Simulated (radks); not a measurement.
Problem. All-electron atom: Dy+ in [Xe] 4f9 5d1 6s1 (not the ground configuration). All-electron calculation, scalar-relativistic Kohn-Sham, PBE, spin-polarised, spherical densities, finite nucleus; open shells are filled with parallel spins first (spin-orbit coupling, left out, can overturn this in heavy ions); Fermi nuclear charge, rms radius 5.2218 fm. Program: a radial shooting solver on a logarithmic mesh with Libxc functionals. Some entries of the table are withheld. Estimate them.

orbital,occ.,eigenvalue (Ry),<r^2> (bohr^2)
1s up,1,-3944.164,0.0006095
1s down,1,-3944.164,0.0006095
2s up,1,-657.6170,0.009521
2s down,1,-657.6112,0.009521
2p up,3,-583.6565,0.007708
2p down,3,-583.6521,0.007707
3s up,1,-147.2421,0.06290
3s down,1,-147.0905,0.06282
3p up,3,-124.5309,0.06318
3p down,3,-124.3797,0.06309
3d up,5,-95.29217,0.05289
3d down,5,-95.17574,0.05278
4s up,1,-30.05140,0.3163
4s down,1,-29.71647,0.3164
4p up,3,-22.56294,0.3576
4p down,3,-22.23208,0.3578
4d up,5,-12.35890,0.4279
4d down,5,-12.03222,0.4292
5s up,1,-4.42444,1.839
5s down,1,-4.23664,1.869
5p up,3,-2.62578,2.563
5p down,3,-2.46904,2.610
4f up,7,(1),0.8552
4f down,2,(2),0.9243
6s up,1,(3),13.84
5d up,1,-0.65079,7.473
6s down,0,(4),13.90
5d down,0,-0.52927,7.563

Solution. 
(1) 4f up eigenvalue (Ry): -1.25974
(2) 4f down eigenvalue (Ry): -0.96128
(3) 6s up eigenvalue (Ry): -0.73957
(4) 6s down eigenvalue (Ry): -0.61706
